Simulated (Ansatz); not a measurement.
`[Cl][Al]([Br])[Br]` + HBr → `[Br][Al]([Br])[Br]` + HCl at 700 K and 1 bar (ligand exchange at the Al–Cl bond).

Calculated with Ansatz (gas phase, PBE0-D4/def2-TZVP geometries, no zero-point term in ΔE). CBS: MP2 limit from def2 TZ/QZ plus the TZ coupled-cluster correction, frozen cores. This one scheme is used for every species. For Br outer-core shells are correlated without core-valence functions, which leaves a few kJ/mol of doubt a bond. Scalar relativity is left out up to krypton.

```json
{"species": "`[Cl][Al]([Br])[Br]`", "CCSD(T)/CBS energy (Eh)": "-5848.64059", "H − E (kJ/mol)": "59.7", "S (J/(mol·K))": "412.9"}
{"species": "HBr", "CCSD(T)/CBS energy (Eh)": "-2573.91920", "H − E (kJ/mol)": "36.5", "S (J/(mol·K))": "223.7"}
{"species": "`[Br][Al]([Br])[Br]`", "CCSD(T)/CBS energy (Eh)": "-7962.17915", "H − E (kJ/mol)": "59.4", "S (J/(mol·K))": "416.1"}
{"species": "HCl", "CCSD(T)/CBS energy (Eh)": "-460.38127", "H − E (kJ/mol)": "38.4", "S (J/(mol·K))": "211.8"}
```

H − E and S are ideal-gas, rigid-rotor, harmonic terms from PBE0-D4/def2-TZVP. 1 Eh = 2625.50 kJ/mol, R = 8.31446 J/(mol·K).

By hand: ΔE, ΔH, ΔS and ΔG.

ΔE = (-7962.17915) + (-460.38127) − (-5848.64059) − (-2573.91920) = -0.00063 Eh = -1.7 kJ/mol. Δ(H − E) = 59.4 + 38.4 − 59.7 − 36.5 = 1.6, so ΔH = -0.1 kJ/mol. ΔS = 416.1 + 211.8 − 412.9 − 223.7 = -8.7 J/(mol·K). ΔG = -0.1 − 700 × (-8.7)/1000 = 6.0 kJ/mol.

By hand: the equilibrium constant, and the temperature at which ΔG would vanish if ΔH and ΔS stayed fixed.

log₁₀ K = −ΔG/(RT ln 10) = -0.4. ΔG = 0 at ΔH/ΔS = 11 K, though so small a ΔH makes that figure unsure.

TΔS isn't small against ΔH here. A doubt of 5 kJ/mol in ΔE shifts log₁₀ K by 0.4 here. These are equilibria of isolated gas molecules and say nothing of rates. Largest T1 diagnostic: 0.007 (customary marks: 0.02 for closed shells, 0.045 for open ones).
